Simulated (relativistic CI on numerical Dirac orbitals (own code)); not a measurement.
Ligand-field terms of d7

Computed with a parametric ligand-field model of a d^n configuration (Racah B and C, spin-orbit zeta, crystal field), exact diagonalisation.

Field parameters in Wybourne normalisation: Oh B⁴₀ = 21Dq, B⁴₄ = √(5/14) B⁴₀. The field is a parameter set, without covalency.

B = 810 cm⁻¹, C = 3540 cm⁻¹ (C/B = 4.37), Oh, no spin-orbit coupling. Tanabe-Sugano data, E/B above the lowest term (Δ = |10Dq|; b, c mark the second and third term of a kind):

```csv
Δ/B,4T1,4T2,4A2,4T1(b),2E,2T1,2T2,2T1(b)
1.0,0.00,0.81,1.81,15.62,17.43,17.69,17.50,22.32
3.0,0.00,2.49,5.49,16.97,16.62,18.28,18.08,22.71
5.0,0.00,4.22,9.22,18.44,15.05,18.45,18.46,23.04
7.0,0.00,6.00,13.00,20.00,13.26,18.46,18.67,23.32
9.0,0.00,7.82,16.82,21.63,11.40,18.42,18.79,23.55
11.0,0.00,9.66,20.66,23.32,9.49,18.36,18.85,23.74
13.0,0.00,11.53,24.53,25.06,7.56,18.29,18.88,23.90
15.0,0.00,13.42,28.42,26.83,5.62,18.22,18.89,24.03
17.0,0.00,15.32,32.32,28.64,3.67,18.16,18.89,24.14
19.0,0.00,17.23,36.23,30.46,1.71,18.10,18.88,24.23
21.0,0.25,19.41,40.41,32.56,0.00,18.30,19.12,24.56
23.0,2.22,23.30,46.30,36.39,0.00,20.22,21.08,26.59
25.0,4.19,27.21,52.21,40.24,0.00,22.14,23.03,28.62
27.0,6.16,31.13,58.13,44.10,0.00,24.07,24.99,30.64
29.0,8.13,35.06,64.06,47.98,0.00,26.01,26.96,32.66
31.0,10.11,38.99,69.99,51.87,0.00,27.95,28.92,34.68
33.0,12.09,42.93,75.93,55.77,0.00,29.90,30.89,36.69
35.0,14.07,46.87,81.87,59.67,0.00,31.85,32.85,38.70
37.0,16.05,50.82,87.82,63.59,0.00,33.81,34.82,40.71
39.0,18.03,54.77,93.77,67.51,0.00,35.76,36.80,42.72
41.0,20.01,58.72,99.72,71.43,0.00,37.72,38.77,44.72
43.0,22.00,62.68,105.68,75.37,0.00,39.69,40.74,46.73
45.0,23.98,66.64,111.64,79.30,0.00,41.65,42.72,48.73
47.0,25.97,70.61,117.61,83.24,0.00,43.62,44.70,50.74
```

The ground term changes from 4T1 to 2E between Δ/B = 19.0 and 21.0.
